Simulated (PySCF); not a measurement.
# Bond length, frequency and bond energy of VBr by level of theory

State: ⁵Δ (quintet), unpaired electrons σ ↑, π ↑↑, δ ↑. Set-up: V def2-TZVPP, Br def2-TZVPP; no relativity (PySCF 2.14). De refers to V (3d3 4s2) + Br in their high-spin ground configurations, without counterpoise correction. The functionals are run spin-unrestricted. A positive dipole means V(−)Br(+).

```tsv
Level	Re (Å)	ωe (cm⁻¹)	De (eV)	μ (D)	CPU s a point (SCF and correlation, without the integrals)
UHF	2.499	282	n/a	-4.26	2.6
UHF-MP2	2.388	302	n/a	n/a	5.4
UHF-SCS-MP2	2.418	296	n/a	n/a	n/a
PBE	2.371	301	n/a	-4.15	3.2
PBEsol	2.344	311	n/a	-4.10	2.2
BLYP	2.396	292	n/a	-4.17	2.3
r²SCAN	2.376	306	n/a	-4.29	3.5
r²SCANh	2.379	307	n/a	-4.52	5.3
PBE0	2.380	304	n/a	-4.85	5.5
M06-2X	2.418	293	n/a	-5.16	6.3
ωB97M-V	2.391	303	n/a	-5.14	14
```

Task: What does a quarter of exact exchange do here, going from PBE to PBE0?

Result: PBE0 less PBE: +0.9 pm in Re, +1.0 % in ωe. Exact exchange removes part of the self-interaction that spreads semilocal densities, and in most molecules shortens and stiffens the bond and lowers De; here Re goes the other way.

Task: What does the step from GGA to meta-GGA do here, going from PBE to r²SCAN?

Result: r²SCAN less PBE: +0.5 pm in Re, +1.7 % in ωe. 

Task: What does second-order correlation do here, going from UHF to UHF-MP2?

Result: UHF-MP2 less UHF: -11.1 pm in Re, +7.1 % in ωe. Correlation nearly always deepens the well. The bond shortens, as in weak, metallic or heavy-atom bonds, where dispersion and the correlation of outer-core electrons pull the atoms together.

Correlated steps freeze 14 core orbitals. De is left out where the level can put another filling of the metal’s s and d shells below the measured ground configuration, by anything from nothing to about 1 eV. Spin–orbit coupling is left out. With d or f electrons several states lie close, and the lowest PBE0 determinant need not be the measured ground state.

The whole job (state search and all levels along the bond) took about 9.2 min on 2 threads of Arm Neoverse V2 (shared host), peak memory 4.9 GiB.
